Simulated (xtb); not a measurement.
C4HCoO4, charge -1, doublet, at the geometry of the source list (GFN-xTB shapes and energies of metal compounds can be far from the true ones) (the multiplicity is a formal guess), atoms displaced at random by about 0.05 Å a coordinate. Base run: GFN1-xTB run with xtb.

The xtb input:
```
$ xtb mol.xyz --gfn 1 --chrg -1 --uhf 1 --opt --json

# file mol.xyz
10

Co     0.18533273    -0.20385580     0.16899010
O      1.99097826     0.41615422    -2.16636038
C      1.28010170     0.20560725    -1.33421269
O      0.61861399     0.79603254     2.73510238
C      0.39785831     0.36750365     1.74089697
O     -1.66007003     1.98416322    -0.65983324
C     -0.77520629     1.11506462    -0.40836960
O     -1.97678372    -2.28831865    -0.56193841
C     -1.19117294    -1.40550603    -0.31497906
H      0.97296099    -1.29662361     0.41975993
```

Each row names what was changed in the base input (with any setting that the change needs).

| change | ΔE vs base (kJ/mol) | optimiser steps |
|---|---|---|
| base | 0.00 | 32 |
| opt level = vtight | -0.03 | 42 |
| opt level = tight | -0.02 | 35 |
| opt level = crude | 3.49 | 16 |
| opt level = loose | 0.03 | 30 |
| opt level = extreme | -0.03 | 43 |
| opt level = sloppy | 0.12 | 28 |
